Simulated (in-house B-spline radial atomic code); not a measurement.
Configurations of F⁴⁺, with energies counted from [He] 2s2 2p1. All numbers are computed (scalar-relativistic (X2C) PBE0, spin-polarised, spherical fractional occupations, exact exchange averaged over the configuration; Fermi nucleus of rms radius 2.8976 fm) with an all-electron radial atomic-structure program (B-spline basis), not measured. Shells without spins written out take the highest spin.

```json
{"configuration": "[He] 2s1 2p2", "E - E(ref) (eV)": "9.6686", "highest orbital": "2p up", "its <r> (bohr)": "0.7687"}
{"configuration": "[He] 2s2 3p1", "E - E(ref) (eV)": "69.94", "highest orbital": "3p up", "its <r> (bohr)": "2.127"}
```

Problem. Order these further configurations by energy, lowest first.
A. [He] 2s1 2p1 3d1
B. [He] 2s2 3s1
C. [He] 2s2 3d1

Solution. B (65.233 eV), C (74.468 eV), A (84.819 eV).
